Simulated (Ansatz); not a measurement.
# Redistribution: CH8O3Si2 + SiH2(OH)(SiH3) → CH8O4Si2 + SiH3(SiH3)

Species: CH8O3Si2 `CO[SiH](O)[SiH2]O`, singlet; SiH2(OH)(SiH3) (disilanol), singlet; CH8O4Si2 `CO[SiH](O)[SiH](O)O`, singlet; SiH3(SiH3) (disilane), singlet. The partners trade H for OH; both sit on Si, so the bond types are kept.

Shapes, held fixed at every level: PBE0-D4/def2-TZVP. Flexible molecules stand in one conformer, not always the lowest. Programs: Ansatz 0.2.0. Electronic energies: no zero-point or thermal term.

| level | kind | ΔE (kJ/mol) | less CCSD(T)/CBS estimate |
| --- | --- | --- | --- |
| HF/def2-TZVPP | Hartree–Fock | -30.7 | +3.4 |
| r2SCAN-D4/def2-TZVPP | meta-GGA | -35.1 | -1.0 |
| wB97M-V/def2-TZVPP | range-separated hybrid | -34.8 | -0.7 |
| wB97X-V/def2-TZVPP | range-separated hybrid | -34.1 | 0.0 |
| B2PLYP/def2-TZVPP | double hybrid | -32.9 | +1.2 |
| CCSD(T)/def2-TZVPP | coupled cluster or CI | -35.0 | -0.9 |
| CCSD(T)/CBS estimate | coupled cluster or CI | -34.1 | 0.0 |

The highest level, CCSD(T)/CBS estimate, gives ΔE = -34.1 kJ/mol; the levels span -35.1 to -30.7. The column of differences is taken from that level and isn't an error. No measured value is set beside it here. The CBS estimate extrapolates MP2 from def2-TZVPP and def2-QZVPP and adds CCSD(T) − MP2 in the triple-zeta set, cores frozen.
